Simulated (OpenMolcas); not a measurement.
# In II: input and output

Input:

```
&GATEWAY
Coord
1

In 0.0 0.0 0.0
Basis=ANO-R1
Group=XYZ
NoMove
AngMom=0.0 0.0 0.0
AMFI
&SEWARD
* reference wave functions (RASSCF and RASSI steps not shown): 2 electrons in 4 orbitals (5s 5p)
>>> COPY JOB001 $Project.JobIph
&CASPT2
Multistate=1 1
Frozen=8 6
IPEA=0.3
MaxIter=60
WThr=0.0 0.3 0.05
PrWF=0.5
NoMix
>>> COPY JOB002 $Project.JobIph
&CASPT2
Multistate=3 1 2 3
Frozen=8 6
IPEA=0.3
MaxIter=60
WThr=0.0 0.3 0.05
PrWF=0.5
NoMix
>>> COPY JOB003 $Project.JobIph
&CASPT2
Multistate=3 1 2 3
Frozen=8 6
IPEA=0.3
MaxIter=60
WThr=0.0 0.3 0.05
PrWF=0.5
NoMix
```

Launched by
```bash
OMP_NUM_THREADS=1 MOLCAS_MEM=2252 MOLCAS_PROJECT=a pymolcas a.inp > a.log  # once for each step of the input, in one work folder
```

Output, cut to the results:

```
--- CASPT2 ---
Orbital specifications:
      -----------------------

      Symmetry species                           1   2
                                                ag  au
      Frozen orbitals                            8   6
      Inactive orbitals                          6   3
      Active orbitals                            1   3
      Secondary orbitals                         6  10
      Deleted orbitals                           0   0
      Number of basis functions                 21  22
Type of calculation                        SS-CASPT2
      Fock operator                              state-specific
      IPEA shift                                 0.30
      Real shift                                 0.00
      Imaginary shift                            0.00
      The input orbitals will be transformed to quasi-canonical
Reference energy:       -5878.1525313558
      E2 (Non-variational):      -0.4418287550
      E2 (Variational):          -0.4418287536
      Total energy:           -5878.5943601094
      Residual norm:              0.0000001012
      Reference weight:           0.92829
      Contributions to the CASPT2 correlation energy
      Active & Virtual Only:         -0.0005274934
      One Inactive Excited:          -0.0553850689
      Two Inactive Excited:          -0.3859161927
::    CASPT2 Root  1     Total energy:  -5878.59436011
--- CASPT2 ---
Orbital specifications:
      -----------------------

      Symmetry species                           1   2
                                                ag  au
      Frozen orbitals                            8   6
      Inactive orbitals                          6   3
      Active orbitals                            1   3
      Secondary orbitals                         6  10
      Deleted orbitals                           0   0
      Number of basis functions                 21  22
Type of calculation                        MS-CASPT2
      Fock operator                              state-specific
      IPEA shift                                 0.30
      Real shift                                 0.00
      Imaginary shift                            0.00
      The input orbitals will be transformed to quasi-canonical
Reference energy:       -5877.8437091674
      E2 (Non-variational):      -0.4513313005
      E2 (Variational):          -0.4513312974
      Total energy:           -5878.2950404648
      Residual norm:              0.0000000674
      Reference weight:           0.92378
      Contributions to the CASPT2 correlation energy
      Active & Virtual Only:         -0.0066091182
      One Inactive Excited:          -0.0605327742
      Two Inactive Excited:          -0.3841894081
Reference energy:       -5877.8437091674
      E2 (Non-variational):      -0.4513313005
      E2 (Variational):          -0.4513312974
      Total energy:           -5878.2950404648
      Residual norm:              0.0000000674
      Reference weight:           0.92378
      Contributions to the CASPT2 correlation energy
      Active & Virtual Only:         -0.0066091182
      One Inactive Excited:          -0.0605327742
      Two Inactive Excited:          -0.3841894081
::    CASPT2 Root  1     Total energy:  -5878.29504046
::    CASPT2 Root  2     Total energy:  -5878.29504046
::    CASPT2 Root  3     Total energy:  -5878.29504046
::    MS-CASPT2 Root  1     Total energy:  -5878.29504046
::    MS-CASPT2 Root  2     Total energy:  -5878.29504046
::    MS-CASPT2 Root  3     Total energy:  -5878.29504046
--- CASPT2 ---
Orbital specifications:
      -----------------------

      Symmetry species                           1   2
                                                ag  au
      Frozen orbitals                            8   6
      Inactive orbitals                          6   3
      Active orbitals                            1   3
      Secondary orbitals                         6  10
      Deleted orbitals                           0   0
      Number of basis functions                 21  22
Type of calculation                        MS-CASPT2
      Fock operator                              state-specific
      IPEA shift                                 0.30
      Real shift                                 0.00
      Imaginary shift                            0.00
      The input orbitals will be transformed to quasi-canonical
Reference energy:       -5877.9512295199
      E2 (Non-variational):      -0.4328912233
      E2 (Variational):          -0.4328912214
      Total energy:           -5878.3841207413
      Residual norm:              0.0000000453
      Reference weight:           0.92315
      Contributions to the CASPT2 correlation energy
      Active & Virtual Only:         -0.0089031652
      One Inactive Excited:          -0.0398581002
      Two Inactive Excited:          -0.3841299580
Reference energy:       -5877.9512295199
      E2 (Non-variational):      -0.4328912233
      E2 (Variational):          -0.4328912214
      Total energy:           -5878.3841207413
      Residual norm:              0.0000000453
      Reference weight:           0.92315
      Contributions to the CASPT2 correlation energy
      Active & Virtual Only:         -0.0089031652
      One Inactive Excited:          -0.0398581002
      Two Inactive Excited:          -0.3841299580
::    CASPT2 Root  1     Total energy:  -5878.38412074
::    CASPT2 Root  2     Total energy:  -5878.38412074
::    CASPT2 Root  3     Total energy:  -5878.38412074
::    MS-CASPT2 Root  1     Total energy:  -5878.38412074
::    MS-CASPT2 Root  2     Total energy:  -5878.38412074
::    MS-CASPT2 Root  3     Total energy:  -5878.38412074
```

Levels above the lowest, from the spin-orbit matrix with the single-state CASPT2 energies, averaged by term, on its diagonal:

```json
{"Configuration": "5s²", "Term": "¹S", "J": "0", "E (cm⁻¹)": "0.0", "Measured (cm⁻¹)": "0.0", "g": "", "Term weight %": "100"}
{"Configuration": "5s 5p", "Term": "³P°", "J": "0", "E (cm⁻¹)": "44961", "Measured (cm⁻¹)": "42276", "g": "", "Term weight %": "100"}
{"Configuration": "5s 5p", "Term": "³P°", "J": "1", "E (cm⁻¹)": "45517", "Measured (cm⁻¹)": "43351", "g": "1.500", "Term weight %": "100"}
{"Configuration": "5s 5p", "Term": "³P°", "J": "2", "E (cm⁻¹)": "46733", "Measured (cm⁻¹)": "45830", "g": "1.501", "Term weight %": "100"}
{"Configuration": "5s 5p", "Term": "¹P°", "J": "1", "E (cm⁻¹)": "65728", "Measured (cm⁻¹)": "63038", "g": "1.001", "Term weight %": "100"}
```

Against the 4 measured excited levels shown (NIST Handbook of Basic Atomic Spectroscopic Data) the mean absolute deviation is 2100 cm-1; the largest miss in energy is 5s 5p ¹P°₁: computed 65728, measured 63038 cm⁻¹ (+4.3 %), and the largest in proportion 5s 5p ³P°₀ (+6.4 %).

Terms from blocks run as CI alone lack orbitals of their own. Measured partners are found by configuration, term and J. A level has none where our copy of the source lacks it or the pairing is in doubt (some pairs that miss far off the trend of their configuration count as doubtful), and it then counts in no deviation. Only configurations of the active space appear. The first state left out of the spin-orbit step lies near 110000 cm-1 above the lowest spin-free state of the reference (among the parities and spins computed), and the list stops at four fifths of that energy or lower.

The CASPT2 steps took 1.2 s on 1 thread of AMD EPYC 9R45 (Zen 5), on a shared host; the integral step is not counted.

The term weight is that of the spin-free term in the level, not the purity of its configuration. ° marks odd parity.
